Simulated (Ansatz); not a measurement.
`[GeH3][Te][GeH3]` + `BNC` → `B[N](C)[GeH3]` + `[GeH3][TeH]` at 298.15 K and 1 bar (ligand exchange at a Ge–Te bond).

Isolated molecules relaxed with PBE0-D4/def2-TZVP in Ansatz; ΔE leaves out vibrations. CCSD(T)/CBS is the MP2 limit (def2-TZVPP, def2-QZVPP) plus CCSD(T) − MP2 in def2-TZVPP, frozen cores. Elements past krypton have def2 core potentials. For Ge, Te outer-core shells are correlated without core-valence functions, which leaves a few kJ/mol of doubt a bond. Scalar relativity is left out up to krypton.

```tsv
species	CCSD(T)/CBS energy (Eh)	H − E (kJ/mol)	S (J/(mol·K))
`[GeH3][Te][GeH3]`	-4423.58669	146.3	385.3
`BNC`	-121.18426	215.2	268.0
`B[N](C)[GeH3]`	-2198.49616	255.3	333.9
`[GeH3][TeH]`	-2346.24724	93.7	311.2
```

H − E and S are ideal-gas, rigid-rotor, harmonic terms from PBE0-D4/def2-TZVP. 1 Eh = 2625.50 kJ/mol, R = 8.31446 J/(mol·K).

Task: By hand: ΔE, ΔH, ΔS and ΔG.

Result: ΔE = (-2198.49616) + (-2346.24724) − (-4423.58669) − (-121.18426) = 0.02755 Eh = 72.3 kJ/mol. Δ(H − E) = 255.3 + 93.7 − 146.3 − 215.2 = -12.5, so ΔH = 59.8 kJ/mol. ΔS = 333.9 + 311.2 − 385.3 − 268.0 = -8.2 J/(mol·K). ΔG = 59.8 − 298.15 × (-8.2)/1000 = 62.2 kJ/mol.

Task: By hand: the equilibrium constant, and the temperature at which ΔG would vanish if ΔH and ΔS stayed fixed.

Result: log₁₀ K = −ΔG/(RT ln 10) = -10.9. ΔH and −TΔS have one sign here, so there is no such temperature.

The number of gas molecules stays the same, so ΔS is small and ΔH decides. A doubt of 5 kJ/mol in ΔE shifts log₁₀ K by 0.9 here. Modes under 60 cm⁻¹, often nearly free rotors, make the harmonic entropy too high. These are equilibria of isolated gas molecules and say nothing of rates. Largest T1 diagnostic: 0.013 (customary marks: 0.02 for closed shells, 0.045 for open ones).
